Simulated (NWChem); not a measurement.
System: BClF2; SMILES FB(F)Cl

Parts of the log:

```
             Northwest Computational Chemistry Package (NWChem) 7.3.0
             --------------------------------------------------------

 CS  symmetry detected

                             Geometry "geometry" -> ""
                             -------------------------

 Output coordinates in angstroms (scale by  1.889725989 to convert to a.u.)

  No.       Tag          Charge          X              Y              Z
 ---- ---------------- ---------- -------------- -------------- --------------
    1 B                    5.0000    -0.00294674    -0.44735495     0.00000000
    2 F                    9.0000     0.00059718    -1.11081789    -1.13639000
    3 F                    9.0000     0.00059718    -1.11081789     1.13639000
    4 Cl                  17.0000     0.00023438     1.30773510     0.00000000

 Effective nuclear repulsion energy (a.u.)     141.2773958645

      Symmetry information
      --------------------

 Group name             Cs
 Group number              2
 Group order               2
 No. of unique centers     3

  pbe96 is a nonlocal functional; adding pw91lda local functional.

                                 NWChem DFT Module
                                 -----------------

 Summary of "ao basis" -> "ao basis" (spherical)
 ------------------------------------------------------------------------------
       Tag                 Description            Shells   Functions and Types
 ---------------- ------------------------------  ------  ---------------------
 B                          def2-svp                 6       14   3s2p1d
 F                          def2-svp                 6       14   3s2p1d
 Cl                         def2-svp                 8       18   4s3p1d

      Symmetry analysis of basis
      --------------------------

        a'         37
        a"         23

            General Information
            -------------------
          SCF calculation type: DFT
          Wavefunction type:  closed shell.
          No. of atoms     :     4
          No. of electrons :    40
           Alpha electrons :    20
            Beta electrons :    20
          Charge           :     0
          Spin multiplicity:     1
          Use of symmetry is: on ; symmetry adaption is: on
          Maximum number of iterations: 150
          AO basis - number of functions:    60
                     number of shells:    26
          Convergence on energy requested:  1.00D-06
          Convergence on density requested:  1.00D-05
          Convergence on gradient requested:  5.00D-04

              XC Information
              --------------
                     Hartree-Fock (Exact) Exchange  1.000
                     LC-wPBE(h)Exchange Functional  1.000
            Perdew 1991 LDA Correlation Functional  1.000 local
           PerdewBurkeErnz. Correlation Functional  1.000 non-local

           Range-Separation Parameters
           ---------------------------
           Alpha           :  0.00
           Beta            :  1.00
           Gamma           :  0.30
           Short-Range HF  :     F

             Grid Information
             ----------------
          Grid used for XC integration:  medium
          Radial quadrature: Mura-Knowles
          Angular quadrature: Lebedev.
          Tag              B.-S. Rad. Rad. Pts. Rad. Cut. Ang. Pts.
          ---              ---------- --------- --------- ---------
          B                   0.85       49           7.0       434
          F                   0.50       49           8.0       434
          Cl                  1.00       88           7.0       590
          Grid pruning is: on
          Number of quadrature shells:   186
          Spatial weights used:  Erf1

      Superposition of Atomic Density Guess
      -------------------------------------

 Sum of atomic energies:        -682.41253660

      Non-variational initial energy
      ------------------------------

 Total energy =    -683.338744
 1-e energy   =   -1226.363480
 2-e energy   =     401.747339
 HOMO         =      -0.445291
 LUMO         =       0.103597

      Symmetry analysis of molecular orbitals - initial
      -------------------------------------------------

  Numbering of irreducible representations:

     1 a'          2 a"

  Orbital symmetries:

     1 a'          2 a'          3 a"          4 a'          5 a'
     6 a"          7 a'          8 a'          9 a'         10 a"
    11 a'         12 a'         13 a"         14 a'         15 a'
    16 a"         17 a"         18 a'         19 a'         20 a"
    21 a'         22 a'         23 a"         24 a'         25 a'
    26 a'         27 a'         28 a"         29 a'         30 a'

   convergence    iter        energy       DeltaE   RMS-Dens  Diis-err
 ---------------- ----- ----------------- --------- --------- ---------
 d= 0,ls=0.0,diis     1   -684.1397696701 -8.25D+02  1.77D-02  9.30D-01
 d= 0,ls=0.0,diis     2   -684.1751509736 -3.54D-02  7.53D-03  8.28D-01
 d= 0,ls=0.0,diis     3   -684.2412570127 -6.61D-02  1.27D-03  1.50D-02
 d= 0,ls=0.0,diis     4   -684.2424872998 -1.23D-03  4.16D-04  1.60D-03
 d= 0,ls=0.0,diis     5   -684.2426514623 -1.64D-04  1.23D-04  5.23D-05
  Resetting Diis
 d= 0,ls=0.0,diis     6   -684.2426599216 -8.46D-06  3.53D-05  3.80D-06
 d= 0,ls=0.0,diis     7   -684.2426605971 -6.75D-07  5.02D-06  5.85D-08

         Total DFT energy =     -684.242660597134
      One electron energy =    -1227.578976455763
           Coulomb energy =      454.999680171260
    Exchange-Corr. energy =      -52.940760177122
 Nuclear repulsion energy =      141.277395864491

 Numeric. integr. density =       39.999999320710

                  Occupations of the irreducible representations
                  ----------------------------------------------

                     irrep           alpha         beta
                     --------     --------     --------
                     a'               13.0         13.0
                     a"                7.0          7.0

                       DFT Final Molecular Orbital Analysis
                       ------------------------------------

 Vector   18  Occ=2.000000D+00  E=-5.097831D-01  Symmetry=a'
              MO Center=  2.5D-04,  1.6D-01, -4.7D-14, r^2= 2.8D+00
   Bfn.  Coefficient  Atom+Function         Bfn.  Coefficient  Atom+Function
  ----- ------------  ---------------      ----- ------------  ---------------
    54      0.392871  4 Cl py                51      0.339885  4 Cl py
    19     -0.330929  2 F  py                33     -0.330929  3 F  py
     5      0.211244  1 B  py                22      0.199322  2 F  py
    36      0.199322  3 F  py                48      0.199408  4 Cl py
     8      0.103227  1 B  py                45      0.102261  4 Cl s

 Vector   19  Occ=2.000000D+00  E=-4.499604D-01  Symmetry=a'
              MO Center= -1.3D-04,  1.1D+00,  1.3D-15, r^2= 1.5D+00
   Bfn.  Coefficient  Atom+Function         Bfn.  Coefficient  Atom+Function
  ----- ------------  ---------------      ----- ------------  ---------------
    53      0.608727  4 Cl px                50      0.464049  4 Cl px
    47      0.269514  4 Cl px                18      0.128264  2 F  px
    32      0.128264  3 F  px                21     -0.092876  2 F  px
    35     -0.092876  3 F  px                 4     -0.081117  1 B  px
    10      0.039780  1 B  d -2               7      0.038187  1 B  px

 Vector   20  Occ=2.000000D+00  E=-4.363793D-01  Symmetry=a"
              MO Center=  1.6D-04,  1.1D+00, -1.2D-15, r^2= 1.6D+00
   Bfn.  Coefficient  Atom+Function         Bfn.  Coefficient  Atom+Function
  ----- ------------  ---------------      ----- ------------  ---------------
    55      0.611065  4 Cl pz                52      0.474157  4 Cl pz
    49      0.273487  4 Cl pz                19     -0.148233  2 F  py
    33      0.148233  3 F  py                22      0.099004  2 F  py
    36     -0.099004  3 F  py                 9      0.049312  1 B  pz
    11      0.030859  1 B  d -1              23     -0.027394  2 F  pz

 Vector   21  Occ=0.000000D+00  E= 7.734288D-02  Symmetry=a'
              MO Center= -2.4D-02, -3.3D-01, -2.6D-16, r^2= 2.1D+00
   Bfn.  Coefficient  Atom+Function         Bfn.  Coefficient  Atom+Function
  ----- ------------  ---------------      ----- ------------  ---------------
     4      0.670544  1 B  px                 7     -0.534645  1 B  px
    53      0.321782  4 Cl px                18     -0.254828  2 F  px
    32     -0.254828  3 F  px                21      0.239116  2 F  px
    35      0.239116  3 F  px                50      0.167362  4 Cl px
    47      0.094873  4 Cl px                56      0.092420  4 Cl d -2

 Vector   22  Occ=0.000000D+00  E= 1.374484D-01  Symmetry=a'
              MO Center=  2.1D-02, -3.9D-01, -6.3D-16, r^2= 3.6D+00
   Bfn.  Coefficient  Atom+Function         Bfn.  Coefficient  Atom+Function
  ----- ------------  ---------------      ----- ------------  ---------------
     3      1.656204  1 B  s                 46     -0.540897  4 Cl s
    54      0.510828  4 Cl py                17     -0.433041  2 F  s
    31     -0.433041  3 F  s                 45     -0.252096  4 Cl s
    51      0.168905  4 Cl py                44      0.164471  4 Cl s
    16     -0.133824  2 F  s                 30     -0.133824  3 F  s

 Vector   23  Occ=0.000000D+00  E= 2.524473D-01  Symmetry=a'
              MO Center= -3.3D-03,  4.4D-01, -8.9D-13, r^2= 2.4D+00
   Bfn.  Coefficient  Atom+Function         Bfn.  Coefficient  Atom+Function
  ----- ------------  ---------------      ----- ------------  ---------------
     2      1.291587  1 B  s                  3     -1.034364  1 B  s
     5     -0.693843  1 B  py                54      0.502081  4 Cl py
     1      0.217848  1 B  s                 51      0.212584  4 Cl py
    60     -0.212412  4 Cl d  2              45     -0.180700  4 Cl s
    17      0.123849  2 F  s                 31      0.123849  3 F  s

[...]
```

Level: LC-wPBE (HJS exchange hole, range parameter 0.3 per bohr)/def2-SVP, vertical spin-unrestricted ions. Coordinates come from a B3LYP/6-31G* (spherical d) optimisation.

### Question
Reconstruct the input file.

### Answer
Several could match; the one computed here: the input that was run:
```
start job
memory heap 200 mb stack 900 mb global 1100 mb
geometry units angstroms noautoz
  B     -0.003219     0.438452     0.000000
  F      0.000314     1.101915    -1.136390
  F      0.000314     1.101915     1.136390
  Cl    -0.000009    -1.316638     0.000000
end
basis spherical
  * library def2-svp
end
dft
  xc xwpbe 1.00 cpbe96 1.0 hfexch 1.00
  cam 0.3 cam_alpha 0.0 cam_beta 1.0
  iterations 150
  vectors input atomic output neutral.movecs
end
task dft energy
charge 1
dft
  odft
  mult 2
  vectors input atomic output cation.movecs
end
task dft energy
```
